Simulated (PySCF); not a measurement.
Vibration and rotation of MgI

PBE0 constants of MgI, ²Σ⁺ (doublet), unpaired electrons σ ↑ (Mg cc-pVTZ, I cc-pVTZ-PP with ECP28; scalar-relativistic core potentials (PySCF 2.14); masses 23.9850 and 126.9045 u):

| Quantity | Value |
| --- | --- |
| ωe | 310.8 cm⁻¹ |
| ωexe | 1.13 cm⁻¹ |
| Be | 0.12456 cm⁻¹ |
| αe | 0.000641 cm⁻¹ |
| D (centrifugal) | 8e-08 cm⁻¹ |
| De to Mg + I | 2.33 eV |

Problem. Give the vibrational terms G(v) and spacings up to v = 6.

Solution. G(v) = ωe(v+½) − ωexe(v+½)².

| v | G(v) (cm⁻¹) | G(v) − G(v−1) | Bv (cm⁻¹) |
| --- | --- | --- | --- |
| 0 | 155.1 |  | 0.1242 |
| 1 | 463.7 | 308.5 | 0.1236 |
| 2 | 769.9 | 306.3 | 0.1230 |
| 3 | 1074.0 | 304.0 | 0.1223 |
| 4 | 1375.7 | 301.8 | 0.1217 |
| 5 | 1675.2 | 299.5 | 0.1210 |
| 6 | 1972.5 | 297.2 | 0.1204 |

Problem. How well does the Morse estimate ωe²/(4ωexe) reproduce De, and what is D0?

Solution. It gives 2.65 eV, 114 % of the computed De. D0 = De − G(0) = 2.33 − 0.02 = 2.31 eV.

Spin–orbit coupling is left out, which matters for elements this heavy, above all for dissociation energies. The state was picked by a PBE0 search and need not be the measured ground state.
